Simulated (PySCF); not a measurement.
Nuclear quadrupole coupling in `CC(C)C[SiH2]O/C=C/F`

Species: C6H13FOSi.
Cartesian coordinates in Å at the GFN2-xTB level; atoms count from 1:
```
atom  x, y, z in Å
C1    -2.137   -1.443    0.314
C2    -1.996   -0.188   -0.542
C3    -2.398    1.047    0.258
C4    -0.583   -0.053   -1.111
Si5    0.832   -0.055    0.148
O6     2.083    0.373   -0.824
C7     3.381    0.530   -0.560
C8     3.953    0.340    0.617
F9     5.278    0.529    0.774
H10   -3.178   -1.600    0.591
H11   -1.549   -1.349    1.222
H12   -1.792   -2.318   -0.231
H13   -2.691   -0.278   -1.388
H14   -2.314    1.944   -0.352
H15   -1.759    1.160    1.129
H16   -3.428    0.961    0.597
H17   -0.415   -0.873   -1.813
H18   -0.533    0.864   -1.702
H19    0.715    0.927    1.230
H20    1.096   -1.373    0.735
H21    3.966    0.841   -1.418
H22    3.458    0.033    1.524
```

Field gradients from the PBE0/pcSseg-1 density (PySCF, non-relativistic), principal values in atomic units, ordered |Vxx| ≤ |Vyy| ≤ |Vzz|:

| atom | Vxx | Vyy | Vzz |
| --- | --- | --- | --- |
| O6 | -0.6822 | -0.9475 | 1.6298 |

Problem. Find the asymmetry η = (Vxx − Vyy)/Vzz and the couplings χ = eQV/h (234.96 MHz × Q in barn × V in au), with Q(17O) = −0.0256 b.

Solution. 
```tsv
atom	environment	nucleus	η	χzz (MHz)	χxx (MHz)	χyy (MHz)
O6	silyl ether oxygen	17O	0.16	-9.80	4.10	5.70
```

Problem. What is Vzz at O6 in SI units (1 au = 9.71736 × 10²¹ V/m²)?

Solution. 1.6298 au = 15.837 × 10²¹ V/m².

Problem. And the gradient at the other heavy atoms, for which no coupling is worked out here?

Solution. 
```json
{"atom": "C1", "environment": "methyl carbon", "Vzz (au)": "0.033", "η": "0.64"}
{"atom": "C2", "environment": "sp3 CH carbon", "Vzz (au)": "-0.052", "η": "0.66"}
{"atom": "C3", "environment": "methyl carbon", "Vzz (au)": "0.038", "η": "0.16"}
{"atom": "C4", "environment": "sp3 carbon bound to silicon", "Vzz (au)": "0.033", "η": "0.96"}
{"atom": "Si5", "environment": "oxygen-bound silicon", "Vzz (au)": "0.616", "η": "0.12"}
{"atom": "C7", "environment": "vinylic carbon bearing oxygen", "Vzz (au)": "-0.314", "η": "0.47"}
{"atom": "C8", "environment": "vinylic C–F carbon", "Vzz (au)": "0.459", "η": "0.52"}
{"atom": "F9", "environment": "vinyl fluorine", "Vzz (au)": "3.065", "η": "0.06"}
```

Were the hydrogens deuterons (Q(2H) = 0.00286 b), χzz would run from 105 kHz (H20 and H19) to 220 kHz (H22).

One conformer (not necessarily the lowest) at the GFN2-xTB geometry, without solvent, vibrations or thermal averaging. GFN2-xTB bond lengths can be off by several hundredths of an ångström, more for odd bonds, and the gradients follow them. With a basis this small, the couplings can be 20 % off.

These values come from a run that also computed NMR shieldings. On one thread, Arm Neoverse N1 (aarch64), no GPU, shared host with 64 logical CPUs at a one-minute load of 52, this took 95 s of wall time (with the writing of density and orbital grids) and 1.1 GiB of memory at its peak.
